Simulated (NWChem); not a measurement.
C$_{4}$H$_{7}$Cl; SMILES ClC1CCC1

```xyz
12

Cl     0.1103     1.8213     0.0000
C      0.5447     0.0600     0.0000
C     -0.0684    -0.8440    -1.0864
C     -0.1673    -1.9535     0.0000
C     -0.0684    -0.8440     1.0864
H      1.6358     0.0250     0.0000
H      0.5312    -1.0315    -1.9816
H     -1.0585    -0.4856    -1.3826
H      0.7087    -2.6095     0.0000
H     -1.0697    -2.5706     0.0000
H      0.5312    -1.0315     1.9816
H     -1.0585    -0.4856     1.3826
```
Atoms are numbered in this order, from 1.

Program: NWChem. Coordinates come from a B3LYP/6-31G* (spherical d) optimisation. GIAO values for the isolated, static molecule; σ is the absolute isotropic shielding, δ = σ(reference) − σ with the isolated reference molecule computed at the same levels (13C: tetramethylsilane, 1H: tetramethylsilane).

Task: Estimate the computed values for PBE/pcSseg-1. Quantities: δ C2 (ppm); δ C4 (ppm); δ H6 (ppm); δ H7 (ppm); δ H8 (ppm); δ H9 (ppm); δ H10 (ppm).

Result: 
```json
{
 "δ C2 (ppm)": "65.1",
 "δ C4 (ppm)": "19.2",
 "δ H6 (ppm)": "4.31",
 "δ H7 (ppm)": "2.37",
 "δ H8 (ppm)": "2.17",
 "δ H9 (ppm)": "1.59",
 "δ H10 (ppm)": "1.82"
}
```
